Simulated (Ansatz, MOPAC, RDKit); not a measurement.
Pair of molecules: H2O (SMILES O) (first 3 atoms) with CH3Cl (SMILES CCl); geometry from B3LYP-D3(BJ)/def2-TZVP, rigid monomers moved along the line of their centres of mass till H2···Cl5 is 2.24 Å.
(charge 0, multiplicity 1):
```xyz
8

O      0.1454     0.2579     0.1124
H     -0.4369     0.4220     0.8662
H     -0.4169    -0.1374    -0.5612
C      0.8435    -0.8699     2.9115
Cl    -0.7767    -0.0850     3.0217
H      1.1523    -0.8379     1.8713
H      1.5268    -0.3100     3.5419
H      0.7416    -1.8915     3.2636
```

Monomers are frozen at their geometry in the pair; levels with a basis set take the counterpoise correction. RDKit's UFF carries no charges.

The state that AM1, PM6 reach isn't checked.

Run with Ansatz (Gaussian basis) for Hartree–Fock, density functionals and correlated methods; MOPAC for AM1, PM6 (differences of heats of formation); RDKit for the force fields. Values without a source in brackets are computed.

### Question
One of these levels gives -9.4 kJ/mol for the interaction energy. Which?
A) PBE/def2-TZVPPD
B) UFF
C) PM6
D) AM1

### Answer
A, PBE/def2-TZVPPD. The others give 58.9 (UFF), -4.1 (AM1), -7.6 (PM6)

Ansatz is an electronic-structure program.
